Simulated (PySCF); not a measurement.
# What a mistake does to a calculation on B2CH5 anion

All numbers below are calculated, not measured. The program is PySCF 2.14.0, an open-source quantum chemistry code, run on an isolated molecule that a program drew, which may never have been made. The molecule is B2CH5 anion (charge -1, singlet), drawn as the SMILES string `[BH3-]B=C`.

Each row is a Hartree-Fock (HF) and frozen-core CCSD(T) single point in the aug-cc-pVDZ basis, meant for a local HF minimum. Run 1 is clean. Each other run has one planted mistake out of seven kinds, and not every kind appears here: one electron removed, one electron added, multiplicity raised by two, geometry at a saddle point, minimal basis STO-3G, one bond length entered in bohr, all coordinates scaled. The reference is restricted for singlets and unrestricted otherwise, and also for a bond in bohr. Adding or removing an electron swaps singlet and doublet. Electrons count all cores. HOMO and LUMO are orbital energies over both spins, the gradient is its largest component, and the lowest frequency (negative if imaginary) is given only where the gradient is small. Bond lengths are over the 7 bonds as drawn. T1 is the CCSD diagnostic: over 0.02 (restricted) or 0.045 (unrestricted) a single reference is doubtful.

Geometry of the clean run:
```xyz
8
B2CH5 anion, angstrom
B     0.2691    0.0182   -0.6416
B     0.8217    0.2484    0.9492
C     1.3400    0.4089    2.2603
H     1.2140   -0.5672   -1.2094
H     0.0554    1.0951   -1.2153
H    -0.7354   -0.7062   -0.6768
H     0.7695    0.8779    3.0569
H     2.3345    0.0719    2.5375
```

```
run,electrons,basis functions,<S^2>,HOMO (eV),LUMO (eV),gradient (hartree/bohr),lowest frequency (cm^-1),mean bond (Å),longest bond (Å),T1,HF (hartree),CCSD(T) (hartree),mistake
1,22,114,0.000,-3.51,3.82,3.1e-05,118,1.2881,1.700,0.0141,-90.09607,-90.50051,no fault
2,22,114,0.000,-3.46,3.82,3.7e-02,-,1.3680,1.805,0.0153,-90.07550,-90.48681,all coordinates scaled
3,22,114,2.020,-0.36,3.61,7.1e-02,-,1.2881,1.700,0.0369,-89.99887,-90.37495,multiplicity raised by two
4,21,114,0.758,-10.96,-0.89,8.3e-02,-,1.2881,1.700,0.0247,-90.02350,-90.38208,one electron removed
5,22,20,0.000,-0.35,13.95,5.3e-02,-,1.2881,1.700,0.0162,-88.84749,-89.03434,?
```

**Which mistake was planted in run 5, and what did it cost?**

It has 20 basis functions where the clean run has 114, with the same electrons and geometry. So the mistake is: minimal basis STO-3G. Subtracting run 1 and multiplying by 627.51 kcal/mol a hartree, the energy moved by 783.5 kcal/mol in HF and 920.0 kcal/mol in CCSD(T).

